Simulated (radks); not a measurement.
I13+, configuration [Ar] 3d10 4s1 4p6 4d5 (not the ground configuration).

Method: scalar-relativistic Kohn-Sham, r2SCAN, spin-polarised, spherical densities, finite nucleus; open shells are filled with parallel spins first (spin-orbit coupling, left out, can overturn this in heavy ions); meta-GGA in the generalised Kohn-Sham scheme; Fermi nuclear charge, rms radius 4.75 fm; computed with a radial shooting solver on a logarithmic mesh with Libxc functionals.

Energy parts (eV):
total: -191943.754
kinetic: 201551.898
electron-nucleus: -453259.315
Hartree: 64444.746
exchange-correlation: -4681.082

Orbitals (lengths in bohr, moments of r in powers of bohr; r(90%) holds 90 % of the orbital's charge):
orbital  occ.  eigenvalue (eV)      <r^4>  <1/r>  r(90%)
1s up       1        -33328.62  2.647e-06  56.83  0.0490
1s down     1        -33328.17  2.647e-06  56.83  0.0490
2s up       1        -5408.459  0.0004499  13.04   0.181
2s down     1        -5404.780  0.0004496  13.04   0.181
2p up       3        -4880.654  0.0003258  12.46   0.167
2p down     3        -4877.779  0.0003254  12.46   0.167
3s up       1        -1317.264    0.01895  4.700   0.459
3s down     1        -1315.992    0.01882  4.697   0.458
3p up       3        -1145.302    0.01988  4.464   0.466
3p down     3        -1143.590    0.01970  4.462   0.465
3d up       5        -889.5063    0.01719  4.221   0.450
3d down     5        -886.4152    0.01701  4.220   0.449
4s up       1        -442.7616     0.4435  1.983    1.01
4s down     0        -429.8209     0.4514  1.979    1.01
4p up       3        -385.0617     0.5466  1.855    1.06
4p down     3        -372.3557     0.5596  1.849    1.07
4d up       5        -298.6859     0.7647  1.664    1.16
4d down     0        -286.3707     0.7943  1.658    1.17

The highest occupied level is 4d up at -298.69 eV. The configuration is held as typed, so some empty levels lie below it. Summed over all electrons, <r^2> = 9.810 bohr^2, which gives a Langevin (diamagnetic) susceptibility term of -7.77 x 10^-6 cm^3/mol. The density falls to 0.001 e/bohr^3 at r = 1.92 bohr. Spin moment in Bohr magnetons: 6. The electron density at the nucleus is 2.563e+05 e/bohr^3 (large components only).
